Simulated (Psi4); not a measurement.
C₆H₁₁O₃ (SMILES [CH2]C(=O)OC(C)COC), doublet, at a GFN2-xTB geometry; M06-2X/STO-3G run with Psi4.

Psi4 was given this input:
```
memory 2 GB

molecule mol {
0 2
C    -2.847068   -1.015560   -0.451375
C    -1.939974   -0.094855    0.150297
O    -2.182778    0.591522    1.128684
O    -0.755576   -0.060815   -0.503695
C     0.255036    0.784860    0.039436
C     0.101013    2.203239   -0.503461
C     1.601914    0.166505   -0.327912
O     1.818762   -0.960557    0.484377
C     3.006904   -1.640612    0.174839
H    -2.554389   -1.567477   -1.324039
H    -3.822756   -1.146745   -0.023270
H     0.146299    0.789547    1.131824
H     0.193981    2.200506   -1.587125
H    -0.878496    2.588663   -0.232015
H     0.862038    2.850282   -0.077834
H     1.590696   -0.120458   -1.390320
H     2.401515    0.907759   -0.173974
H     3.071610   -2.480967    0.862476
H     3.882406   -0.991782    0.306017
H     2.996880   -2.011993   -0.857618
}

set {
  basis sto-3g
  reference uks
}

energy('m06-2x')
print_variables()
```

Question: What does Psi4 print? Leave out banner, timings and long lists.

Answer: 
```
   => Loading Basis Set <=

    Name: STO-3G
    Role: ORBITAL
    Keyword: BASIS

         ---------------------------------------------------------
                                   SCF
               by Justin Turney, Rob Parrish, Andy Simmonett
                          and Daniel G. A. Smith
                              UKS Reference
         ---------------------------------------------------------

  ==> Geometry <==

    Molecular point group: c1
    Full point group: C1

    Geometry (in Angstrom), charge = 0, multiplicity = 2:

       Center              X                  Y                   Z               Mass
    ------------   -----------------  -----------------  -----------------  -----------------
         C           -2.787387617428    -1.007875647555    -0.476810763414    12.000000000000
         C           -1.880293617428    -0.087170647555     0.124861236586    12.000000000000
         O           -2.123097617428     0.599206352445     1.103248236586    15.994914619570
         O           -0.695895617428    -0.053130647555    -0.529130763414    15.994914619570
         C            0.314716382572     0.792544352445     0.014000236586    12.000000000000
         C            0.160693382572     2.210923352445    -0.528896763414    12.000000000000
         C            1.661594382572     0.174189352445    -0.353347763414    12.000000000000
         O            1.878442382572    -0.952872647555     0.458941236586    15.994914619570
         C            3.066584382572    -1.632927647555     0.149403236586    12.000000000000
         H           -2.494708617428    -1.559792647555    -1.349474763414     1.007825032230
         H           -3.763075617428    -1.139060647555    -0.048705763414     1.007825032230
         H            0.205979382572     0.797231352445     1.106388236586     1.007825032230
         H            0.253661382572     2.208190352445    -1.612560763414     1.007825032230
         H           -0.818815617428     2.596347352445    -0.257450763414     1.007825032230
         H            0.921718382572     2.857966352445    -0.103269763414     1.007825032230
         H            1.650376382572    -0.112773647555    -1.415755763414     1.007825032230
         H            2.461195382572     0.915443352445    -0.199409763414     1.007825032230
         H            3.131290382572    -2.473282647555     0.837040236586     1.007825032230
         H            3.942086382572    -0.984097647555     0.280581236586     1.007825032230
         H            3.056560382572    -2.004308647555    -0.883053763414     1.007825032230

  Running in c1 symmetry.

  Rotational constants: A =      0.08506  B =      0.03104  C =      0.02577 [cm^-1]
  Rotational constants: A =   2550.10826  B =    930.41327  C =    772.68727 [MHz]
  Nuclear repulsion =  471.495481236542389

  Charge       = 0
  Multiplicity = 2
  Electrons    = 71
  Nalpha       = 36
  Nbeta        = 35

  ==> Algorithm <==

  SCF Algorithm Type is DF.
  DIIS enabled.
  MOM disabled.
  Fractional occupation disabled.
  Guess Type is SAD.
  Energy threshold   = 1.00e-06
  Density threshold  = 1.00e-06
  Integral threshold = 1.00e-12

  ==> Primary Basis <==

  Basis Set: STO-3G
    Blend: STO-3G
    Number of shells: 38
    Number of basis functions: 56
    Number of Cartesian functions: 56
    Spherical Harmonics?: true
    Max angular momentum: 1

  ==> DFT Potential <==

   => LibXC <=

    Version 7.1.2
    S. Lehtola, C. Steigemann, M. J. T. Oliveira, and M. A. L. Marques,  SoftwareX 7, 1–5 (2018) (10.1016/j.softx.2017.11.002)

   => Composite Functional: M06-2X <=

    Hybrid M06-2X Meta-GGA XC Functional  (10.1007/s00214-007-0310-x)
    Y. Zhao and D. G. Truhlar,  Theor. Chem. Acc., 120, 215, 2008

    Deriv               =              1
    GGA                 =           TRUE
    Meta                =           TRUE

    Exchange Hybrid     =           TRUE
    MP2 Hybrid          =          FALSE

   => Exchange Functionals <=

    1.0000   XC_HYB_MGGA_X_M06_2X

   => Exact (HF) Exchange <=

    0.5400               HF

   => Correlation Functionals <=

    1.0000   XC_MGGA_C_M06_2X

   => LibXC Density Thresholds  <==

    XC_MGGA_C_M06_2X:  1.00E-12
    XC_HYB_MGGA_X_M06_2X:  1.00E-15

   => Molecular Quadrature <=

    Radial Scheme          =       TREUTLER
    Pruning Scheme         =           NONE
    Nuclear Scheme         =       TREUTLER

    Blocking Scheme        =         OCTREE
    BS radius alpha        =              1
    Pruning alpha          =              1
    Radial Points          =             75
    Spherical Points       =            302
    Total Points           =         419553
    Total Blocks           =           3088
    Max Points             =            256
    Max Functions          =             51
    Weights Tolerance      =       1.00E-15

   => Loading Basis Set <=

    Name: (STO-3G AUX)
    Role: JKFIT
    Keyword: DF_BASIS_SCF

  ==> Integral Setup <==

  SCF_SUBTYPE=INCORE selected. In-core MEM_DF algorithm will be used.
  Using in-core AOs.

  ==> MemDFJK: Density-Fitted J/K Matrices <==

    J tasked:                   Yes
    K tasked:                   Yes
    wK tasked:                   No
    Algorithm:                 Core
    Schwarz Cutoff:           1E-12
    Mask sparsity (%):       2.6148
    Fitting Condition:        1E-10

   => Auxiliary Basis Set <=

  Basis Set: (STO-3G AUX)
    Blend: DEF2-UNIVERSAL-JKFIT
    Number of shells: 291
    Number of basis functions: 879
    Number of Cartesian functions: 1033
    Spherical Harmonics?: true
    Max angular momentum: 4

  Minimum eigenvalue in the overlap matrix is 2.0750380972E-01.
  Reciprocal condition number of the overlap matrix is 8.3294907653E-02.
    Using symmetric orthogonalization.

  ==> Pre-Iterations <==

  SCF Guess: Superposition of Atomic Densities via on-the-fly atomic UHF (no occupation information).

   -------------------------
    Irrep   Nso     Nmo
   -------------------------
     A         56      56
   -------------------------
    Total      56      56
   -------------------------

  ==> Iterations <==

                           Total Energy        Delta E     RMS |[F,P]|

   @DF-UKS iter SAD:  -450.05505705184402   -4.50055e+02   0.00000e+00
   @DF-UKS iter   1:  -454.67919156302594   -4.62413e+00   9.35281e-03 ADIIS/DIIS
   @DF-UKS iter   2:  -454.55058642774890    1.28605e-01   1.40012e-02 ADIIS/DIIS
   @DF-UKS iter   3:  -454.86284747133283   -3.12261e-01   2.13022e-03 ADIIS/DIIS
   @DF-UKS iter   4:  -454.87136427224715   -8.51680e-03   7.88302e-04 ADIIS/DIIS
   @DF-UKS iter   5:  -454.87303631767065   -1.67205e-03   1.97382e-04 ADIIS/DIIS
   @DF-UKS iter   6:  -454.87333533347845   -2.99016e-04   1.14433e-04 ADIIS/DIIS
   @DF-UKS iter   7:  -454.87348929683174   -1.53963e-04   5.97022e-05 DIIS
   @DF-UKS iter   8:  -454.87354839542286   -5.90986e-05   2.93946e-05 DIIS
   @DF-UKS iter   9:  -454.87356191679027   -1.35214e-05   8.96241e-06 DIIS
   @DF-UKS iter  10:  -454.87356312877449   -1.21198e-06   2.20563e-06 DIIS
   @DF-UKS iter  11:  -454.87356316160179   -3.28273e-08   8.87191e-07 DIIS
  Energy and wave function converged.

  ==> Post-Iterations <==

   Electrons on quadrature grid:
      Nalpha   =   36.0000254475 ; deviation = 2.545e-05
      Nbeta    =   35.0000260031 ; deviation = 2.600e-05
      Ntotal   =   71.0000514507 ; deviation = 5.145e-05

   @Spin Contamination Metric:   2.826157962E-02
   @S^2 Expected:                7.500000000E-01
   @S^2 Observed:                7.782615796E-01
   @S   Expected:                5.000000000E-01
   @S   Observed:                5.000000000E-01

    Orbital Energies [Eh]
    ---------------------

    Alpha Occupied:

[...]
    Alpha Virtual:

[...]
    Beta Occupied:

[...]
    Beta Virtual:

[...]
    Final Occupation by Irrep:
              A
    DOCC [    35 ]
    SOCC [     1 ]
    NA   [    36 ]
    NB   [    35 ]

  @DF-UKS Final Energy:  -454.87356316160179

   => Energetics <=

    Nuclear Repulsion Energy =            471.4954812365423891
    One-Electron Energy =               -1557.6952551615181619
    Two-Electron Energy =                 661.5217710359398779
    DFT Exchange-Correlation Energy =     -30.1955602725660377
    Empirical Dispersion Energy =           0.0000000000000000
    VV10 Nonlocal Energy =                  0.0000000000000000
    Total Energy =                       -454.8735631616018509

  UHF NO Occupations:
  HONO-2 :   34  A 1.9990346
  HONO-1 :   35  A 1.9878625
  HONO-0 :   36  A 1.0000000
  LUNO+0 :   37  A 0.0121375
  LUNO+1 :   38  A 0.0009654
  LUNO+2 :   39  A 0.0005239
  LUNO+3 :   40  A 0.0004877

Computation Completed

Properties will be evaluated at   0.000000,   0.000000,   0.000000 [a0]

Properties computed using the SCF density matrix

 Multipole Moments:

 ------------------------------------------------------------------------------------
     Multipole            Electronic (a.u.)      Nuclear  (a.u.)        Total (a.u.)
 ------------------------------------------------------------------------------------

 L = 1.  Multiply by 2.5417464519 to convert [e a0] to [Debye]
 Dipole X            :         -7.5252699            8.0073463            0.4820764
 Dipole Y            :         -1.0508487            1.0310082           -0.0198405
 Dipole Z            :          2.8001360           -3.4127418           -0.6126058
 Magnitude           :                                                    0.7797930

 ------------------------------------------------------------------------------------

  Variable Map:
  ----------------------------------------------------------------------------
[...]
  Array Variable Map:
  ----------------------------------------------------------------------------
[...]
[...]
```
